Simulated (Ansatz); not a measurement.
Isolated molecules relaxed with PBE0-D4/def2-TZVP in Ansatz; ΔE leaves out vibrations. CBS: MP2 limit from def2 TZ/QZ plus the TZ coupled-cluster correction, frozen cores. This one scheme is used for every species. DFT in def2-TZVPP. One conformer a species, not always the lowest.

`OCF` + `BCl` → `OCBCl` + H–F  (formal exchange of groups at a C–F bond)

Is it downhill or uphill in electronic energy at CCSD(T)/CBS, and by how much? (Estimate.)

Computed: Downhill: ΔE = -0.58 eV.

What do these levels give: PBE-D4, B2PLYP, BHLYP, CCSD/def2-SVP, CCSD/def2-TZVPP, CCSD/CBS(def2)? (Best estimate.)

Computed: PBE-D4 -0.54, B2PLYP -0.44, BHLYP -0.37, CCSD/def2-SVP -0.29, CCSD/def2-TZVPP -0.47, CCSD/CBS(def2) -0.55 eV.

What do rigid-rotor, harmonic-oscillator terms from PBE0-D4/def2-TZVP frequencies (298.15 K, 1 bar) make of the CCSD(T)/CBS value? (An estimate is asked.)

The calculation gave: ΔZPE = -0.05 eV, ΔH = -0.59 eV, ΔS = -11 J/(mol·K), ΔG = -0.56 eV.

Largest T1 diagnostic among the species: 0.012.

At CCSD(T), def2-SVP lies +0.28 eV from the extrapolated value and def2-TZVPP +0.08 eV. Leaving LDA and LC-ωPBE aside and taking each functional with its dispersion term where it has one, the values, not all of them listed here, spread over 0.13 eV, from revPBE-D4 to CAM-B3LYP-D4. LDA lies −0.13 eV from PBE without D4. In def2-TZVPP, CCSD(T) changes the Hartree–Fock value by −0.29 eV (the triples alone add −0.03 eV) and MP2 by −0.38 eV.
